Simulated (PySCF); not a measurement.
In(Cl)2(SH) (Cl2HInS), SMILES [SH][In]([Cl])[Cl]. Atoms are numbered in the order given.

```xyz
5

In     0.0190    -0.0017     0.0000
Cl     1.5267     1.7960     0.0000
Cl    -2.2754     0.5158     0.0000
S      0.7689    -2.2795     0.0000
H     -0.5034    -2.7469     0.0000
```
Charge 0, spin multiplicity 1.

The structure is a stationary point at B3LYP-D3(BJ)/def2-SVP. The def2 effective core potentials stand for the cores of In; spin–orbit coupling is left out. The values are those of a single conformer.

Method: CAM-B3LYP/def2-TZVP (PySCF).

Atomic charges (e):

| atom | Mulliken | Löwdin |
|---|---|---|
| In1 | 0.82 | -0.32 |
| Cl2 | -0.33 | 0.08 |
| Cl3 | -0.33 | 0.07 |
| S4 | -0.33 | 0.10 |
| H5 | 0.17 | 0.07 |
